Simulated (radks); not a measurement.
These are the eigenvalues of the occupied orbitals of an atom or ion with whole-number occupations (Ry). All-electron calculation, Dirac Kohn-Sham, BLYP, spin-unpolarised, spherical densities, point nucleus. Program: a radial shooting solver on a logarithmic mesh with Libxc functionals.

orbital  eigenvalue
1s1/2     -1781.316
2s1/2     -265.0358
2p1/2     -246.2812
2p3/2     -234.5601
3s1/2     -52.51292
3p1/2     -45.11523
3p3/2     -43.06980
3d3/2     -29.97283
3d5/2     -29.56450
4s1/2     -11.82686
4p1/2      -9.47750
4p3/2      -9.12173
4d3/2      -5.44879
4d5/2      -5.39902

Which element is it, and in what charge state? The configuration may be excited. Open shells, if any, fill j = l - 1/2 first.

Answer. Z = 46, palladium, charge +5: Pd5+ in [Kr] 4d5. The list shows which subshells hold electrons but not how many an open one holds; the 1s level, -890.66 hartree, gives Z - s = 42.2 by -(Z - s)^2/2, which with screening and relativity narrows Z to a few neighbours, and the depths of the outer levels then fix element, charge and occupations together.
